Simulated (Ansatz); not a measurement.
Calculation: Ansatz (an electronic-structure program) with PBE0-D4/def2-SVP. No frequencies were computed at this level.

Ansatz 0.2 input:
```yaml
crystal:
  periodic: [false, false, false]
  atoms:
    - { symbol: B, position_ang: [1.848546, -1.333877, -0.872581] }
    - { symbol: C, position_ang: [1.005181, -0.682783, 0.283158] }
    - { symbol: C, position_ang: [-0.442507, -1.149053, 0.5174] }
    - { symbol: C, position_ang: [-1.279872, -0.814834, -0.72485] }
    - { symbol: C, position_ang: [-1.477813, 0.71028, -0.618663] }
    - { symbol: C, position_ang: [-0.639172, 1.075425, 0.6107] }
    - { symbol: C, position_ang: [-0.937362, -0.111334, 1.525166] }
    - { symbol: C, position_ang: [0.863117, 0.863612, 0.294567] }
    - { symbol: C, position_ang: [1.247564, 1.49823, -1.007957] }
    - { symbol: O, position_ang: [1.665609, 2.613914, -1.140092] }
    - { symbol: H, position_ang: [2.884123, -0.868384, -1.154121] }
    - { symbol: H, position_ang: [1.511205, -2.336223, -1.371267] }
    - { symbol: H, position_ang: [1.584281, -0.957422, 1.179135] }
    - { symbol: H, position_ang: [-0.513846, -2.191988, 0.821704] }
    - { symbol: H, position_ang: [-2.235729, -1.338757, -0.702099] }
    - { symbol: H, position_ang: [-0.760128, -1.101612, -1.638003] }
    - { symbol: H, position_ang: [-2.524559, 0.956192, -0.432927] }
    - { symbol: H, position_ang: [-1.166926, 1.24678, -1.513337] }
    - { symbol: H, position_ang: [-0.84909, 2.067495, 1.00713] }
    - { symbol: H, position_ang: [-1.997517, -0.203356, 1.755589] }
    - { symbol: H, position_ang: [-0.36534, -0.102115, 2.451626] }
    - { symbol: H, position_ang: [1.459235, 1.333871, 1.081926] }
    - { symbol: H, position_ang: [1.120995, 0.825933, -1.88375] }
basis:
  gaussian: { orbitals: def2-svp }
hamiltonian:
  xc: pbe0
  dispersion: d4
relax:
  max_steps: 150
```

Output:

```
[...]
mean field evaluation 2: about -11190.6001 eV, gradient 9.0e1 eV
mean field evaluation 4: about -11208.7298 eV, gradient 6.7e0 eV
mean field evaluation 8: about -11208.8808 eV, gradient 5.6e-1 eV
mean field evaluation 16: about -11208.8815 eV, gradient 4.4e-5 eV
mean field -11208.88150243 eV, -411.9187975615 hartree, gradient 2.3e-5 eV, S^2 0.000000; 0 other end points of the search recorded, 0 dependent functions left out
reference -11208.88153399 eV, -411.9187987213 hartree; 37, 37 occupied and 168, 168 virtual orbitals, 2366 factors
relax step   1: F+E_penalty+E_count = -11209.48122814 eV  Δ(F+E_penalty+E_count) = +0.000e0 eV  max|allowed force component| = 1.107e0 eV/Å  Δτ_max = 0.0000 Å  (29 SCF iters, accepted)
these checks for a lower state are left out or cut short: starts, cluster_reference, orbital_swaps, neighbouring_geometries, increment
2366 factors; integrals over basis functions are off by at most 3.3e-4 eV
mean field -11208.95861243 eV, -411.9216313018 hartree, gradient 2.5e-5 eV, S^2 0.000000; 0 other end points of the search recorded, 0 dependent functions left out
reference -11208.95864419 eV, -411.9216324690 hartree; 37, 37 occupied and 168, 168 virtual orbitals, 2366 factors
relax step   2: F+E_penalty+E_count = -11209.55514892 eV  Δ(F+E_penalty+E_count) = -7.392e-2 eV  max|allowed force component| = 4.931e-1 eV/Å  Δτ_max = 0.0461 Å  (32 SCF iters, accepted)
these checks for a lower state are left out or cut short: starts, cluster_reference, orbital_swaps, neighbouring_geometries, increment
2366 factors; integrals over basis functions are off by at most 3.3e-4 eV
mean field evaluation 32: about -11208.9709 eV, gradient 1.1e-5 eV
mean field -11208.97092509 eV, -411.9220837837 hartree, gradient 1.1e-5 eV, S^2 0.000000; 0 other end points of the search recorded, 0 dependent functions left out
reference -11208.97095704 eV, -411.9220849577 hartree; 37, 37 occupied and 168, 168 virtual orbitals, 2366 factors
relax step   3: F+E_penalty+E_count = -11209.56525246 eV  Δ(F+E_penalty+E_count) = -1.010e-2 eV  max|allowed force component| = 5.875e-1 eV/Å  Δτ_max = 0.0801 Å  (33 SCF iters, accepted)
these checks for a lower state are left out or cut short: starts, cluster_reference, orbital_swaps, neighbouring_geometries, increment
2366 factors; integrals over basis functions are off by at most 3.3e-4 eV
mean field -11208.98252836 eV, -411.9225101961 hartree, gradient 8.4e-6 eV, S^2 0.000000; 0 other end points of the search recorded, 0 dependent functions left out
reference -11208.98256026 eV, -411.9225113684 hartree; 37, 37 occupied and 168, 168 virtual orbitals, 2366 factors
relax step   4: F+E_penalty+E_count = -11209.57741111 eV  Δ(F+E_penalty+E_count) = -1.216e-2 eV  max|allowed force component| = 1.172e-1 eV/Å  Δτ_max = 0.0367 Å  (33 SCF iters, accepted)
these checks for a lower state are left out or cut short: starts, cluster_reference, orbital_swaps, neighbouring_geometries, increment
2366 factors; integrals over basis functions are off by at most 3.3e-4 eV
mean field -11208.98671845 eV, -411.9226641791 hartree, gradient 2.2e-5 eV, S^2 0.000000; 0 other end points of the search recorded, 0 dependent functions left out
reference -11208.98675039 eV, -411.9226653529 hartree; 37, 37 occupied and 168, 168 virtual orbitals, 2366 factors
relax step   5: F+E_penalty+E_count = -11209.58098082 eV  Δ(F+E_penalty+E_count) = -3.570e-3 eV  max|allowed force component| = 1.328e-1 eV/Å  Δτ_max = 0.0534 Å  (31 SCF iters, accepted)
these checks for a lower state are left out or cut short: starts, cluster_reference, orbital_swaps, neighbouring_geometries, increment
2366 factors; integrals over basis functions are off by at most 3.3e-4 eV
mean field -11208.99034844 eV, -411.9227975788 hartree, gradient 2.3e-5 eV, S^2 0.000000; 0 other end points of the search recorded, 0 dependent functions left out
reference -11208.99038046 eV, -411.9227987555 hartree; 37, 37 occupied and 168, 168 virtual orbitals, 2366 factors
relax step   6: F+E_penalty+E_count = -11209.58377218 eV  Δ(F+E_penalty+E_count) = -2.791e-3 eV  max|allowed force component| = 9.503e-2 eV/Å  Δτ_max = 0.0472 Å  (31 SCF iters, accepted)
these checks for a lower state are left out or cut short: starts, cluster_reference, orbital_swaps, neighbouring_geometries, increment
2366 factors; integrals over basis functions are off by at most 3.3e-4 eV
mean field -11208.99396569 eV, -411.9229305100 hartree, gradient 1.4e-5 eV, S^2 0.000000; 0 other end points of the search recorded, 0 dependent functions left out
reference -11208.99399780 eV, -411.9229316900 hartree; 37, 37 occupied and 168, 168 virtual orbitals, 2366 factors
relax step   7: F+E_penalty+E_count = -11209.58549799 eV  Δ(F+E_penalty+E_count) = -1.726e-3 eV  max|allowed force component| = 3.319e-1 eV/Å  Δτ_max = 0.1096 Å  (32 SCF iters, accepted)
these checks for a lower state are left out or cut short: starts, cluster_reference, orbital_swaps, neighbouring_geometries, increment
2366 factors; integrals over basis functions are off by at most 3.3e-4 eV
mean field evaluation 64: about -11208.9933 eV, gradient 1.1e-4 eV
mean field -11208.99329459 eV, -411.9229058477 hartree, gradient 1.3e-5 eV, S^2 0.000000; 0 other end points of the search recorded, 0 dependent functions left out
reference -11208.99332670 eV, -411.9229070277 hartree; 37, 37 occupied and 168, 168 virtual orbitals, 2366 factors
relax step   8: F+E_penalty+E_count = -11209.58445611 eV  Δ(F+E_penalty+E_count) = +1.042e-3 eV  max|allowed force component| = 1.422e-1 eV/Å  Δτ_max = 0.0956 Å  (32 SCF iters, rejected (line search))
these checks for a lower state are left out or cut short: starts, cluster_reference, orbital_swaps, neighbouring_geometries, increment
2366 factors; integrals over basis functions are off by at most 3.3e-4 eV
mean field -11208.99601369 eV, -411.9230057726 hartree, gradient 7.4e-6 eV, S^2 0.000000; 0 other end points of the search recorded, 0 dependent functions left out
reference -11208.99604578 eV, -411.9230069519 hartree; 37, 37 occupied and 168, 168 virtual orbitals, 2366 factors
relax step   9: F+E_penalty+E_count = -11209.58734565 eV  Δ(F+E_penalty+E_count) = -1.848e-3 eV  max|allowed force component| = 1.565e-1 eV/Å  Δτ_max = 0.0478 Å  (33 SCF iters, accepted)
these checks for a lower state are left out or cut short: starts, cluster_reference, orbital_swaps, neighbouring_geometries, increment
2366 factors; integrals over basis functions are off by at most 3.3e-4 eV
mean field -11208.99675562 eV, -411.9230330383 hartree, gradient 8.6e-6 eV, S^2 0.000000; 0 other end points of the search recorded, 0 dependent functions left out
reference -11208.99678776 eV, -411.9230342191 hartree; 37, 37 occupied and 168, 168 virtual orbitals, 2366 factors
relax step  10: F+E_penalty+E_count = -11209.58744207 eV  Δ(F+E_penalty+E_count) = -9.642e-5 eV  max|allowed force component| = 1.306e-1 eV/Å  Δτ_max = 0.0331 Å  (32 SCF iters, accepted)
these checks for a lower state are left out or cut short: starts, cluster_reference, orbital_swaps, neighbouring_geometries, increment
2366 factors; integrals over basis functions are off by at most 3.3e-4 eV
mean field -11208.99612758 eV, -411.9230099580 hartree, gradient 7.6e-6 eV, S^2 0.000000; 0 other end points of the search recorded, 0 dependent functions left out
reference -11208.99615968 eV, -411.9230111379 hartree; 37, 37 occupied and 168, 168 virtual orbitals, 2366 factors
relax step  11: F+E_penalty+E_count = -11209.58731951 eV  Δ(F+E_penalty+E_count) = +1.226e-4 eV  max|allowed force component| = 1.301e-1 eV/Å  Δτ_max = 0.0447 Å  (33 SCF iters, rejected (line search))
these checks for a lower state are left out or cut short: starts, cluster_reference, orbital_swaps, neighbouring_geometries, increment
2366 factors; integrals over basis functions are off by at most 3.3e-4 eV
mean field -11208.99802729 eV, -411.9230797712 hartree, gradient 7.4e-6 eV, S^2 0.000000; 0 other end points of the search recorded, 0 dependent functions left out
reference -11208.99805941 eV, -411.9230809515 hartree; 37, 37 occupied and 168, 168 virtual orbitals, 2366 factors
relax step  12: F+E_penalty+E_count = -11209.58903055 eV  Δ(F+E_penalty+E_count) = -1.588e-3 eV  max|allowed force component| = 2.701e-2 eV/Å  Δτ_max = 0.0224 Å  (33 SCF iters, accepted)
these checks for a lower state are left out or cut short: starts, cluster_reference, orbital_swaps, neighbouring_geometries, increment
2366 factors; integrals over basis functions are off by at most 3.3e-4 eV
mean field evaluation 96: about -11208.9297 eV, gradient 4.9e-1 eV
mean field -11208.99818489 eV, -411.9230855628 hartree, gradient 2.2e-5 eV, S^2 0.000000; 0 other end points of the search recorded, 0 dependent functions left out
reference -11208.99821700 eV, -411.9230867430 hartree; 37, 37 occupied and 168, 168 virtual orbitals, 2366 factors
relax step  13: F+E_penalty+E_count = -11209.58918414 eV  Δ(F+E_penalty+E_count) = -1.536e-4 eV  max|allowed force component| = 3.567e-2 eV/Å  Δτ_max = 0.0168 Å  (25 SCF iters, accepted)
these checks for a lower state are left out or cut short: starts, cluster_reference, orbital_swaps, neighbouring_geometries, increment
2366 factors; integrals over basis functions are off by at most 3.3e-4 eV
mean field -11208.99810114 eV, -411.9230824850 hartree, gradient 9.9e-6 eV, S^2 0.000000; 0 other end points of the search recorded, 0 dependent functions left out
reference -11208.99813324 eV, -411.9230836649 hartree; 37, 37 occupied and 168, 168 virtual orbitals, 2366 factors
relax step  14: F+E_penalty+E_count = -11209.58926448 eV  Δ(F+E_penalty+E_count) = -8.035e-5 eV  max|allowed force component| = 1.590e-2 eV/Å  Δτ_max = 0.0081 Å  (25 SCF iters, accepted)
these checks for a lower state are left out or cut short: starts, cluster_reference, orbital_swaps, neighbouring_geometries, increment
2366 factors; integrals over basis functions are off by at most 3.3e-4 eV
mean field -11208.99800383 eV, -411.9230789090 hartree, gradient 1.2e-5 eV, S^2 0.000000; 0 other end points of the search recorded, 0 dependent functions left out
reference -11208.99803594 eV, -411.9230800890 hartree; 37, 37 occupied and 168, 168 virtual orbitals, 2366 factors
relax step  15: F+E_penalty+E_count = -11209.58924204 eV  Δ(F+E_penalty+E_count) = +2.244e-5 eV  max|allowed force component| = 2.972e-2 eV/Å  Δτ_max = 0.0053 Å  (26 SCF iters, rejected (line search))
these checks for a lower state are left out or cut short: starts, cluster_reference, orbital_swaps, neighbouring_geometries, increment
2366 factors; integrals over basis functions are off by at most 3.3e-4 eV
mean field -11208.99810481 eV, -411.9230826200 hartree, gradient 1.8e-5 eV, S^2 0.000000; 0 other end points of the search recorded, 0 dependent functions left out
reference -11208.99813692 eV, -411.9230838000 hartree; 37, 37 occupied and 168, 168 virtual orbitals, 2366 factors
relax step  16: F+E_penalty+E_count = -11209.58928097 eV  Δ(F+E_penalty+E_count) = -1.649e-5 eV  max|allowed force component| = 8.174e-3 eV/Å  Δτ_max = 0.0026 Å  (25 SCF iters, accepted)
2366 factors; integrals over basis functions are off by at most 3.3e-4 eV
mean field evaluation 128: about -11208.9302 eV, gradient 5.0e-1 eV
mean field -11208.99810481 eV, -411.9230826200 hartree, gradient 1.8e-5 eV, S^2 0.000000; 1 other end points of the search recorded, 0 dependent functions left out
reference -11208.99813692 eV, -411.9230838000 hartree; 37, 37 occupied and 168, 168 virtual orbitals, 2366 factors
Total energy: -11209.58931308 eV, -411.9448091232 hartree
Atom 0 at     1.851598    -1.362223    -0.854226 Å, force     0.001277     0.000442     0.000252 eV/Å
Atom 1 at     0.974872    -0.666248     0.216517 Å, force     0.000012     0.001700    -0.000178 eV/Å
Atom 2 at    -0.452648    -1.157477     0.511210 Å, force    -0.000695    -0.000579     0.000365 eV/Å
Atom 3 at    -1.328548    -0.845575    -0.714070 Å, force    -0.000658     0.000243     0.000199 eV/Å
Atom 4 at    -1.499315     0.694000    -0.639279 Å, force     0.001679     0.000542     0.000009 eV/Å
Atom 5 at    -0.656133     1.080965     0.587588 Å, force    -0.001369    -0.000033    -0.001299 eV/Å
Atom 6 at    -0.934961    -0.105980     1.516937 Å, force     0.001243    -0.000309     0.000924 eV/Å
Atom 7 at     0.854140     0.883384     0.287145 Å, force    -0.002222     0.000481    -0.000793 eV/Å
Atom 8 at     1.305665     1.580796    -0.967238 Å, force     0.008174     0.002334     0.001541 eV/Å
Atom 9 at     1.867973     2.640759    -0.998156 Å, force    -0.004936    -0.005296    -0.001764 eV/Å
Atom 10 at     2.858980    -0.829524    -1.264518 Å, force    -0.000676    -0.000486     0.000161 eV/Å
Atom 11 at     1.622070    -2.503051    -1.189704 Å, force     0.000426     0.000756     0.000367 eV/Å
Atom 12 at     1.641648    -0.985333     1.061700 Å, force    -0.000184    -0.000683     0.000044 eV/Å
Atom 13 at    -0.494925    -2.207175     0.833968 Å, force    -0.000154     0.000030    -0.000287 eV/Å
Atom 14 at    -2.299751    -1.359061    -0.645829 Å, force     0.000517     0.000006    -0.000937 eV/Å
Atom 15 at    -0.854774    -1.183161    -1.649430 Å, force    -0.000015    -0.000051     0.000135 eV/Å
Atom 16 at    -2.550310     0.967043    -0.460144 Å, force    -0.000681    -0.000038     0.000533 eV/Å
Atom 17 at    -1.198121     1.213899    -1.560408 Å, force    -0.000669     0.000369     0.000106 eV/Å
Atom 18 at    -0.876612     2.081798     0.984236 Å, force     0.000390     0.000554     0.000428 eV/Å
Atom 19 at    -2.001883    -0.198258     1.776078 Å, force     0.000052     0.000084    -0.000388 eV/Å
Atom 20 at    -0.342612    -0.084592     2.445220 Å, force     0.000202    -0.000650     0.000522 eV/Å
Atom 21 at     1.441142     1.315968     1.111722 Å, force    -0.000264    -0.000444    -0.000096 eV/Å
Atom 22 at     1.072498     1.029042    -1.920865 Å, force    -0.001448     0.001031     0.000156 eV/Å
Dipole moment:    -0.405156    -0.413227     0.278661 e Å
```

Cost: very roughly 6 core-minutes.
